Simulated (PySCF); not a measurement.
# Vibration and rotation of GeAs⁻

RHF-CCSD(T) constants of GeAs⁻, ¹Σ⁺ (singlet), closed shell (Ge def2-TZVPPD, As def2-TZVPPD; no relativity (PySCF 2.14); masses 73.9212 and 74.9216 u):

```
ωe   : 386.3 cm⁻¹
ωexe : 0.869 cm⁻¹
Be   : 0.095282 cm⁻¹
αe   : 0.000292 cm⁻¹
```

Task: What force constant and bond length do these constants imply?

Result: Reduced mass μred = 37.209 u; k = 5.8918×10⁻⁷·μred·ωe² (u, cm⁻¹, mdyn/Å) = 3.27 mdyn/Å; Re = √(16.8576/(μred·Be)) (u, cm⁻¹, Å) = 2.181 Å.

Task: Estimate the centrifugal constant D from the Kratzer relation and find the Dunham coefficient a1.

Result: D = 4Be³/ωe² = 2.32e-08 cm⁻¹; a1 = −1 − αeωe/(6Be²) = -3.07.

Correlated steps freeze 18 core orbitals.
